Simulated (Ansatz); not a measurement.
Geometry optimisation, RKS PBE-D4/def2-SVP in Ansatz.

The input (input.yaml):

```yaml
crystal:
  periodic: [false, false, false]
  atoms:
    - { symbol: S, position_ang: [-0.72056, -1.74292, 0.11621] }
    - { symbol: In, position_ang: [0.30672, 0.37175, -0.45475] }
    - { symbol: S, position_ang: [0.32439, 1.94646, 1.36822] }
    - { symbol: H, position_ang: [-0.5575, -2.25678, -1.09418] }
    - { symbol: H, position_ang: [0.94381, 0.64842, -2.04537] }
    - { symbol: H, position_ang: [-0.29686, 1.03307, 2.10986] }
basis:
  gaussian: { orbitals: def2-SVP }
hamiltonian:
  xc: pbe
  dispersion: d4
relax:
  f_tol: 0.02
  max_steps: 50
output:
  orbitals: {}
```

Launched with:

```bash
$ ansatz run input.yaml --threads 1 --pin off --max-ram 2048MiB --backend cpu --events-out ev --progress --plain --runs-dir out
```

**Question.** Where does it end, and by what steps?

**Answer.** It converged. The force dipped under the threshold on the way, but the program's further checks kept it going. After 5 steps the energy has fallen by 0.049 eV; H6 moved furthest, 0.09 Å.

```json
{"step": "0", "energy less start (eV)": "0.0000", "largest force component (eV/Å)": "1.065", "accepted": "yes"}
{"step": "1", "energy less start (eV)": "-0.0039", "largest force component (eV/Å)": "0.407", "accepted": "yes"}
{"step": "2", "energy less start (eV)": "-0.0453", "largest force component (eV/Å)": "0.148", "accepted": "yes"}
{"step": "3", "energy less start (eV)": "-0.0481", "largest force component (eV/Å)": "0.076", "accepted": "yes"}
{"step": "4", "energy less start (eV)": "-0.0483", "largest force component (eV/Å)": "0.012", "accepted": "yes"}
{"step": "5", "energy less start (eV)": "-0.0487", "largest force component (eV/Å)": "0.018", "accepted": "yes"}
```

```xyz
6
Properties=species:S:1:pos:R:3
S -0.751 -1.760 0.121
In 0.300 0.341 -0.487
S 0.329 1.941 1.333
H -0.550 -2.301 -1.116
H 0.963 0.699 -2.041
H -0.292 1.080 2.189
```

Whether the end is a true minimum wasn't checked by a vibrational analysis.

The run took 28 s on 1 thread of Intel(R) Xeon(R) Processor @ 2.50GHz (Skylake/Cascade Lake) (shared host), peak memory 0.13 GiB.
